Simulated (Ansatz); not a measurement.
C$_{3}$H$_{7}$O (SMILES C[CH]CO), doublet, at a GFN2-xTB geometry. Base run: Ansatz (a quantum-chemistry and plane-wave program) with CAM-B3LYP/3-21G.

Input for Ansatz:
Ansatz 0.2 input:
```yaml
crystal:
  periodic: [false, false, false]
  atoms:
    - {symbol: C, position_ang: [-1.89223601, -0.24806103, 0.13597528]}
    - {symbol: C, position_ang: [-0.54241439, 0.34178157, 0.24412449]}
    - {symbol: C, position_ang: [0.62947001, -0.25810594, -0.42893963]}
    - {symbol: O, position_ang: [1.86541480, 0.25467953, 0.01563737]}
    - {symbol: H, position_ang: [-1.84030574, -1.27945500, -0.20679639]}
    - {symbol: H, position_ang: [-2.41001552, -0.21770240, 1.09700624]}
    - {symbol: H, position_ang: [-2.51798949, 0.31056854, -0.57048766]}
    - {symbol: H, position_ang: [-0.42574496, 1.31068765, 0.69919261]}
    - {symbol: H, position_ang: [0.60646553, -1.35835618, -0.31618966]}
    - {symbol: H, position_ang: [0.62082017, -0.05639144, -1.51388513]}
    - {symbol: H, position_ang: [1.87453379, 0.23952489, 0.97910034]}
basis:
  gaussian:
    orbitals: 3-21G.json
hamiltonian:
  xc: cam_b3lyp
magnetization: {spin_polarized: true, initial_magnetization: 1}
```
The basis file holds 3-21G in the JSON format of the Basis Set Exchange.

The base run was repeated with changes; each row names its change, and settings that it needs were set with it.

```json
[
 {"change": "base", "ΔE vs base (kcal/mol)": "0.000"},
 {"change": "final_grid = 14, 28, 59", "ΔE vs base (kcal/mol)": "0.000"},
 {"change": "point_charge = charge:0.5 position_ang:-4.7595, 3.0752, 0.7472", "ΔE vs base (kcal/mol)": "0.624"},
 {"change": "point_charge = charge:-1.0 position_ang:0.8899, -4.8403, 2.3935", "ΔE vs base (kcal/mol)": "-2.23"},
 {"change": "forces = on", "ΔE vs base (kcal/mol)": "0.000"},
 {"change": "final_grid = 4, 8, 17", "ΔE vs base (kcal/mol)": "0.015"},
 {"change": "lower_state_search = light", "ΔE vs base (kcal/mol)": "0.000"},
 {"change": "point_charge = charge:1.0 position_ang:-1.2135, -3.6794, -4.015", "ΔE vs base (kcal/mol)": "0.157"},
 {"change": "lower_state_search = full", "ΔE vs base (kcal/mol)": "0.000"},
 {"change": "fitting.mean_field = def2-universal-JKFIT", "ΔE vs base (kcal/mol)": "-0.075"},
 {"change": "lower_state_search = off", "ΔE vs base (kcal/mol)": "0.000"}
]
```
